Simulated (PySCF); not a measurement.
**Optical rotation: `C[C@H]1O[C@H](F)C[C@@H]1Cl`, C$_{5}$H$_{8}$ClFO**

Geometry:
```json
{"atom": "C1", "x (Å)": "1.530", "y (Å)": "-0.125", "z (Å)": "1.478"}
{"atom": "C2", "x (Å)": "0.195", "y (Å)": "-0.106", "z (Å)": "0.762"}
{"atom": "O3", "x (Å)": "-0.167", "y (Å)": "1.237", "z (Å)": "0.444"}
{"atom": "C4", "x (Å)": "-1.121", "y (Å)": "1.198", "z (Å)": "-0.539"}
{"atom": "F5", "x (Å)": "-2.380", "y (Å)": "1.076", "z (Å)": "0.032"}
{"atom": "C6", "x (Å)": "-0.855", "y (Å)": "-0.040", "z (Å)": "-1.413"}
{"atom": "C7", "x (Å)": "0.200", "y (Å)": "-0.808", "z (Å)": "-0.611"}
{"atom": "Cl8", "x (Å)": "-0.166", "y (Å)": "-2.537", "z (Å)": "-0.459"}
{"atom": "H9", "x (Å)": "2.287", "y (Å)": "0.362", "z (Å)": "0.868"}
{"atom": "H10", "x (Å)": "1.826", "y (Å)": "-1.152", "z (Å)": "1.673"}
{"atom": "H11", "x (Å)": "1.448", "y (Å)": "0.409", "z (Å)": "2.420"}
{"atom": "H12", "x (Å)": "-0.587", "y (Å)": "-0.552", "z (Å)": "1.394"}
{"atom": "H13", "x (Å)": "-1.133", "y (Å)": "2.155", "z (Å)": "-1.071"}
{"atom": "H14", "x (Å)": "-0.495", "y (Å)": "0.241", "z (Å)": "-2.400"}
{"atom": "H15", "x (Å)": "-1.776", "y (Å)": "-0.614", "z (Å)": "-1.518"}
{"atom": "H16", "x (Å)": "1.188", "y (Å)": "-0.736", "z (Å)": "-1.072"}
```

Computed, not measured: PySCF, TDDFT LC-wPBE/def2-SVPD circular dichroism and optical rotation, one conformer, gas phase. Geometry: GFN2-xTB.

Stereocentres: C2 R, C4 R, C7 S.

**Question.** What is the specific rotation at 633, 589.3, 546, 436, 405, 365, 355 nm?

**Answer.** [α] in deg dm⁻¹ (g/mL)⁻¹:
| λ (nm) | origin-invariant length gauge | modified velocity gauge | length gauge (centre of mass) | isotropic polarisability (au) |
| --- | --- | --- | --- | --- |
| 633 | +71.2 | +72.2 | +72.3 | 74.4 |
| 589.3 | +82.7 | +83.9 | +84.0 | 74.6 |
| 546 | +97.2 | +98.5 | +98.7 | 74.8 |
| 436 | +157.7 | +159.7 | +160.1 | 75.7 |
| 405 | +185.5 | +187.8 | +188.3 | 76.2 |
| 365 | +234.2 | +236.9 | +237.7 | 76.9 |
| 355 | +249.5 | +252.3 | +253.2 | 77.1 |

**Question.** And for the mirror image at 589.3 nm?

**Answer.** -82.7 deg dm⁻¹ (g/mL)⁻¹ (origin-invariant length gauge): the same size and the opposite sign.

**Question.** What is the molar rotation [Φ] = [α]·M/100 of the geometry above at 589.3 nm?

**Answer.** With M = 138.57 g/mol, +114.6 deg cm² dmol⁻¹ (origin-invariant length gauge).

The first excitation lies at 7.62 eV (163 nm) with R = -0.3 × 10⁻⁴⁰ esu² cm² (velocity form).
